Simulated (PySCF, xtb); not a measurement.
TiH4, SMILES [TiH4], multiplicity 1.

Harmonic wavenumbers (cm⁻¹) from GFN2-xTB (xtb) at its own minimum, in rising order: 630, 630, 630, 823, 823, 1233, 1254, 1254, 1254.

Q: What does B3LYP-D3(BJ)/def2-TZVPD in PySCF give at its own minimum? (Estimate from the structure and the level; the computed values follow.)

A: 530, 530, 530, 616, 616, 1739, 1739, 1740, 1798. Paired by order, the mean absolute difference is 304 cm⁻¹ and the zero-point energies are 12.2 and 14.1 kcal/mol.
